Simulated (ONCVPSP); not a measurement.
**Which change was made? (Gd, ONCV)**

ONCVPSP 4.0.1 input, shortened (lines: element, Z, core and valence counts, functional; n l f; lmax; l rc ep ncon nbas qcut; lloc lpopt rc5 dvloc0; l nproj debl; icmod fcfact rcfact), PW91, scalar-relativistic:

```
  Gd 64.00    9    5  -109134      upf
    1    0    2.00
    2    0    2.00
    2    1    6.00
    3    0    2.00
    3    1    6.00
    3    2   10.00
    4    0    2.00
    4    1    6.00
    4    2   10.00
    4    3    6.00
    5    0    2.00
    5    1    6.00
    5    2    2.00
    6    0    2.00
    3
    0    2.35    0.00    3    6    4.30
    1    2.30    0.00    3    6    6.80
    2    2.25    0.00    5   10    4.60
    3    1.35    0.00    5    9   12.00
    4    1    1.25    2.00
    0    2    4.00
    1    2    2.40
    2    1    0.70
    3    3    0.60
    0    0.00    0.00
```

Cutoffs, loose and tight: the cutoffs (Ha) at which the residual kinetic energy of the hardest occupied pseudo-wave falls to 1 and 0.1 mHa per electron. They do not see the model core or the augmentation charge, which bear on the density cutoff. Test errors are all-electron minus pseudo excitation energies from the reference, over the configurations 4f7 5s2 5p6 5d1 6s2; 4f7 5s2 5p6 5d1 6s1; 4f7 5s2 5p6 5d1 6s0; 4f7 5s2 5p5 5d1 6s2; variants that change the core or the reference have their own tests. The largest error is taken over the tests solved by every variant that gives reliable tests at all, those not shown here included: 4f7 5s2 5p5 5d1 6s2; 4f7 5s2 5p6 5d1 6s0; 4f7 5s2 5p6 5d1 6s1.

The base gives: outcome: generated; cutoff, loose: 71 Ha; cutoff, tight: 167 Ha; bound ghosts: none; GHOST(+) flags above zero: f; largest test error (meV): +269.

After one change the result is: outcome: generated; cutoff, loose: 65 Ha; cutoff, tight: 72 Ha; bound ghosts: none; GHOST(+) flags above zero: s, f; largest test error (meV): +356. Which change was it?
A. all radii scaled by about 1.23 (s 2.88, p 2.82, d 2.76, f 1.66 bohr); local potential polynomial inside 1.54 bohr (lpopt 1, dvloc0 2 Ha)
B. all radii scaled by about 0.82 (s 1.94, p 1.90, d 1.84, f 1.10 bohr); local potential polynomial inside 1.02 bohr (lpopt 1, dvloc0 2 Ha)
C. all radii scaled by about 1.08 (s 2.52, p 2.48, d 2.42, f 1.46 bohr); local potential polynomial inside 1.34 bohr (lpopt 1, dvloc0 2 Ha)

C. The others give: all radii scaled by about 1.23 (s 2.88, p 2.82, d 2.76, f 1.66 bohr); local potential polynomial inside 1.54 bohr (lpopt 1, dvloc0 2 Ha) → outcome: generated; cutoff, loose: 59 Ha; cutoff, tight: 64 Ha; bound ghosts: none; GHOST(+) flags above zero: none; largest test error (meV): +522 | all radii scaled by about 0.82 (s 1.94, p 1.90, d 1.84, f 1.10 bohr); local potential polynomial inside 1.02 bohr (lpopt 1, dvloc0 2 Ha) → outcome: generated; cutoff, loose: 267 Ha; cutoff, tight: 295 Ha; bound ghosts: s; GHOST(+) flags above zero: p, f; largest test error (meV): 4 of 4 tests not solved or not reliable.
